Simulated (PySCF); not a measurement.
TDDFT excited states: C7H5FO

Species: C7H5FO.
SMILES: `c1ccc(C(F)=O)cc1`

Method: PySCF, TDDFT B3LYP/def2-SVPD, vertical, gas phase, core orbitals frozen in the response. The structure is a single PBE0-D3(BJ)/def2-SVP conformer in the gas phase; no vibrational or solvent corrections. Torsions of this conformer, `[O:1]=[C:2]([F:3])[c:4]1[cH:5][cH:6][cH:7][cH:8][cH:9]1`: O1–C2–C4–C5 179°.

Question: What does the calculation give for the low-lying excited states?

Answer: 

```
state  E (eV)  λ (nm)  ν̃ (cm⁻¹)       f  symmetry  main configurations (H = HOMO, L = LUMO)
   S1    4.83   256.7      38950   0.023        A′                  H→L (80%), H-1→L+1 (15%)
   S2    5.13   241.6      41390  0.0001         –                               H-2→L (96%)
   S3    5.39   230.0      43480   0.225        A′                   H-1→L (84%), H→L+1 (9%)
   S4    6.44   192.6      51910   0.171        A′     H-1→L+1 (68%), H→L+3 (12%), H→L (12%)
   S5    6.70   185.0      54040   0.531        A′                               H→L+1 (79%)
   S6    6.73   184.3      54260  0.0003         –                               H-3→L (95%)
```

The lowest singlet lies at 4.83 eV (257 nm, ultraviolet) and is weak; its leading configuration is HOMO→LUMO (80%). The most intense listed level is S5 at 6.70 eV (185 nm, f = 0.531), 1.87 eV above S1. Löwdin shares by element: HOMO carbon 79% or more (atoms not listed hold the other 21%); LUMO carbon 45% or more, oxygen 15% (atoms not listed hold the other 40%). The listed states span 1.90 eV, and the widest gap between neighbours is 1.05 eV (S3 to S4). Orbital energies (eV): HOMO-3 -10.17, HOMO-2 -8.76, HOMO-1 -7.88, HOMO -7.78, LUMO -2.21, LUMO+1 -1.08, LUMO+2 0.27. The oscillator strengths of these states sum to 0.951; summed over the whole spectrum of an exact calculation they would give the number of electrons, 64 (Thomas–Reiche–Kuhn). Symmetry labels in Cs follow from the direction of the transition dipole and are given only for states with f of 0.002 or more. The window holds the lowest 6 singlets.
